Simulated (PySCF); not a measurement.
A survey of ¹⁵N NMR shifts

Level of theory: GIAO PBE0/pcSseg-1 shieldings, GFN2-xTB geometry, in PySCF (non-relativistic Hamiltonian, one conformer, rapidly exchanging positions averaged, no solvent model).

Shieldings were converted by a linear fit to measured shifts: ¹⁵N: δ = -148.07 − 0.921σ (rms 6.3 ppm, 71 shifts vs CH3NO2, solution or neat liquid). Occasional misses reach two or three times the rms, and more in compound classes unlike the fitted ones.

**Question.** Give the ¹⁵N shifts of `C=C(Cl)/N=C\C`, `CSc1ccc2snnc2c1`, `N#C[SiH2][SiH2][C@H](F)[SiH3]`, `FC(F)(F)Cc1ccc[nH]1`.

**Answer.** 
```
                                                          compound                             environment  δ (ppm)
                                                     C=C(Cl)/N=C\C                          imine nitrogen    -50.2
[CH3:1][S:2][c:3]1[cH:4][cH:5][c:6]2[s:7][n:8][n:9][c:10]2[cH:11]1  N9: pyridine-type nitrogen of an azole     42.4
[CH3:1][S:2][c:3]1[cH:4][cH:5][c:6]2[s:7][n:8][n:9][c:10]2[cH:11]1  N8: pyridine-type nitrogen of an azole     38.2
                                     N#C[SiH2][SiH2][C@H](F)[SiH3]                        nitrile nitrogen    -52.8
                                               FC(F)(F)Cc1ccc[nH]1              pyrrole-type ring nitrogen   -233.3
```

**Question.** Order these by ¹⁵N shift, lowest first.
A. FC(F)(F)Cn1cccc1
B. [SiH3]/C=P/N([SiH3])[SiH3]
C. C/N=C/CC#CC(F)(F)F

**Answer.** B (-321.9 ppm, nitrogen bonded to P, 2 Si), A (-239.1 ppm, pyrrole-type ring nitrogen), C (-39.4 ppm, imine nitrogen).
